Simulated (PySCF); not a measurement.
C5H10O2. Atoms are numbered in the order given.

```xyz
17

C     -0.8051     0.9672     1.2614
C     -0.0112     0.5727     0.0000
C      1.3628     1.2508     0.0000
C     -0.8051     0.9672    -1.2614
C      0.1865    -0.9430     0.0000
O     -0.9874    -1.6133     0.0000
O      1.2469    -1.5178     0.0000
H     -1.7924     0.4844     1.2784
H     -0.9504     2.0587     1.2823
H     -0.2639     0.6801     2.1768
H      1.2407     2.3450     0.0000
H      1.9468     0.9639     0.8865
H      1.9468     0.9639    -0.8865
H     -1.7924     0.4844    -1.2784
H     -0.2639     0.6801    -2.1768
H     -0.9504     2.0587    -1.2823
H     -0.7635    -2.5595     0.0000
```

The structure is a stationary point at B3LYP-D3(BJ)/def2-SVP. One conformer was computed; it need not be the lowest.

Calculation: B3LYP-D3(BJ)/def2-SVP (PySCF 2.14.0).

No scaling factor is applied to the harmonic values.

```
mode  ν (cm⁻¹)  IR (km/mol)  moving atoms (share of kinetic energy)
----  --------  -----------  --------------------------------------
1           42          0.5                  O 72 %, C 19 %, H 10 %
2          209          0.1                          H 84 %, C 11 %
3          239          0.0                  H 63 %, C 25 %, O 12 %
4          259          0.4                  C 36 %, H 34 %, O 31 %
5          277          0.1                           H 89 %, C 9 %
6          286          0.1                          H 78 %, C 20 %
7          351          1.2                  C 46 %, H 33 %, O 22 %
8          361          4.0                  C 42 %, H 30 %, O 28 %
9          378          0.2                          C 58 %, H 41 %
10         517          9.7                  C 46 %, O 35 %, H 19 %
11         580         19.5                  C 41 %, O 35 %, H 24 %
12         613         83.7                          H 84 %, C 11 %
13         736         21.4                  C 42 %, O 34 %, H 23 %
14         792         25.8                  C 74 %, H 14 %, O 13 %
15         872          9.5                   C 50 %, H 42 %, O 9 %
16         946          1.5                          H 57 %, C 43 %
17         952          2.2                          H 62 %, C 38 %
18         963          0.1                          H 82 %, C 18 %
19        1040         10.0                          H 67 %, C 31 %
20        1043          0.6                          H 66 %, C 33 %
21        1164        247.6                  O 39 %, H 31 %, C 30 %
22        1233          2.5                          C 70 %, H 30 %
23        1243          5.3                          C 58 %, H 40 %
24        1272          4.3                          C 54 %, H 40 %
25        1361         30.9                          C 52 %, H 41 %
26        1380          3.9                          H 80 %, C 20 %
27        1394          3.3                          H 69 %, C 30 %
28        1418         14.0                          H 76 %, C 23 %
29        1449          0.0                                  H 96 %
30        1458          0.2                                  H 96 %
31        1464          0.1                                  H 96 %
32        1471          6.2                                  H 95 %
33        1476          7.0                                  H 94 %
34        1498         26.6                           H 91 %, C 9 %
35        1853        275.9                          C 63 %, O 34 %
36        3032         25.8                                  H 97 %
37        3033         10.1                                  H 97 %
38        3042         16.9                                  H 97 %
39        3111         10.0                          H 90 %, C 10 %
40        3112         18.3                           H 91 %, C 9 %
41        3126         27.4                           H 91 %, C 9 %
42        3133          0.2                          H 90 %, C 10 %
43        3134         19.0                           H 91 %, C 9 %
44        3137         25.8                           H 91 %, C 9 %
45        3749         73.0                                  H 94 %
```
